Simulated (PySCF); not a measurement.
FH₇OSi₃, SMILES O[Si@@H](F)[SiH2][SiH3].

Geometry: r2SCAN-D4/def2-SVP. The structure was generated by enumeration; whether it is a known compound was not checked. The values are those of a single conformer.

These are r2SCAN-D4/def2-SVP run with PySCF 2.14.0 values and carry that method's errors.

Frequencies are harmonic and unscaled.

Computed normal modes with their intensities:
| mode | ν (cm⁻¹) | IR (km/mol) | Raman (Å⁴/amu) | depolarisation | moving atoms (share of kinetic energy) |
|---|---|---|---|---|---|
| 1 | 29 | 0.6 | 0.2 | 0.73 | F 32 %, Si 30 %, O 24 %, H 14 % |
| 2 | 72 | 0.1 | 0.8 | 0.67 | Si 52 %, O 24 %, H 17 % |
| 3 | 123 | 0.2 | 0.0 | – | H 80 %, F 9 % |
| 4 | 147 | 1.2 | 0.5 | 0.61 | F 31 %, H 31 %, Si 26 %, O 12 % |
| 5 | 231 | 29.8 | 2.3 | 0.75 | Si 30 %, H 28 %, O 22 %, F 20 % |
| 6 | 258 | 42.1 | 2.4 | 0.65 | H 67 %, Si 24 % |
| 7 | 335 | 20.6 | 0.3 | 0.60 | H 87 %, Si 10 % |
| 8 | 348 | 76.4 | 1.8 | 0.46 | O 35 %, H 23 %, Si 21 %, F 21 % |
| 9 | 400 | 0.7 | 25.0 | 0.10 | Si 80 %, H 17 % |
| 10 | 455 | 11.7 | 8.9 | 0.74 | Si 74 %, H 24 % |
| 11 | 501 | 7.0 | 5.9 | 0.70 | H 78 %, Si 20 % |
| 12 | 517 | 1.8 | 3.8 | 0.75 | H 76 %, Si 22 % |
| 13 | 671 | 28.6 | 22.3 | 0.75 | H 92 % |
| 14 | 690 | 113.2 | 3.7 | 0.71 | H 82 %, Si 17 % |
| 15 | 716 | 156.6 | 15.9 | 0.73 | H 93 % |
| 16 | 814 | 73.1 | 4.3 | 0.47 | H 31 %, O 29 %, F 25 %, Si 15 % |
| 17 | 844 | 3.6 | 10.6 | 0.68 | H 77 %, O 14 % |
| 18 | 855 | 290.3 | 4.5 | 0.74 | H 88 %, Si 11 % |
| 19 | 884 | 212.8 | 12.8 | 0.64 | H 62 %, Si 22 %, F 13 % |
| 20 | 907 | 30.8 | 23.1 | 0.75 | H 84 %, Si 11 % |
| 21 | 934 | 36.3 | 15.2 | 0.73 | H 97 % |
| 22 | 936 | 19.3 | 28.3 | 0.74 | H 95 % |
| 23 | 947 | 152.5 | 2.0 | 0.61 | Si 42 %, H 25 %, O 23 %, F 10 % |
| 24 | 2197 | 36.3 | 133.4 | 0.59 | H 97 % |
| 25 | 2211 | 189.9 | 41.4 | 0.67 | H 97 % |
| 26 | 2212 | 116.8 | 204.2 | 0.51 | H 96 % |
| 27 | 2216 | 23.5 | 478.6 | 0.04 | H 97 % |
| 28 | 2225 | 77.3 | 109.2 | 0.55 | H 96 % |
| 29 | 2236 | 98.7 | 64.8 | 0.63 | H 96 % |
| 30 | 3866 | 115.2 | 195.3 | 0.30 | H 94 % |
